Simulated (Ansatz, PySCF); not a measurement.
Gas-phase reaction in SMILES: C=CC(F)(F)F [3,3,3-trifluoroprop-1-ene] -> [CH]=C + F[C](F)F (the C-C bond at the site shown breaks; other sites are not compared here)
Structures are relaxed separately at B3LYP-D3(BJ)/def2-TZVP in Ansatz (a first-principles code), one conformer each, not searched for the lowest. Frequencies are from Ansatz or PySCF. Markedly spin-contaminated UHF reference, which strains HF, MP2 and, less, CCSD(T): [CH]=C.

Wanted: bond dissociation energy (0 K, with B3LYP-D3(BJ) harmonic zero-point energies), in kcal/mol. Cores are frozen in the correlated levels unless marked. Open shells are spin-unrestricted. No spin-orbit coupling. No relativistic terms. Basis-set limits of correlation are two-point, X^-3; Hartree-Fock from the larger set.

```csv
level,program,bond dissociation energy (kcal/mol)
HF/aug-cc-pVDZ,Ansatz,79.2
HF/cc-pwCVTZ,Ansatz,76.7
HF/cc-pVQZ,Ansatz,76.0
SVWN5/def2-TZVPD,Ansatz,119.2
PBE/def2-TZVPD,Ansatz,100.9
revPBE-D4/def2-TZVPD,Ansatz + dftd4,99.9
revPBE/def2-TZVPD,Ansatz,94.5
B3LYP/def2-TZVPD,Ansatz,98.9
PBE0/def2-TZVPD,Ansatz,102.0
CAM-B3LYP-D3(BJ)/def2-TZVPD,Ansatz + dftd3,103.6
CAM-B3LYP-D4/def2-TZVPD,Ansatz + dftd4,103.9
CAM-B3LYP/def2-TZVPD,Ansatz,102.5
MP2/aug-cc-pVDZ,Ansatz,115.4
"RI-MP2/CBS(cc-pVTZ,cc-pVQZ)",Ansatz,118.4
SCS-MP2/6-31G,Ansatz,112.0
SCS-MP2/aug-cc-pVTZ,Ansatz,117.0
SCS-MP2/cc-pVTZ,Ansatz,116.2
CCSD/cc-pVTZ,Ansatz,104.7
CCSD(T)/6-31G*,Ansatz,107.4
CCSD(T)/cc-pVTZ,Ansatz,107.0
```
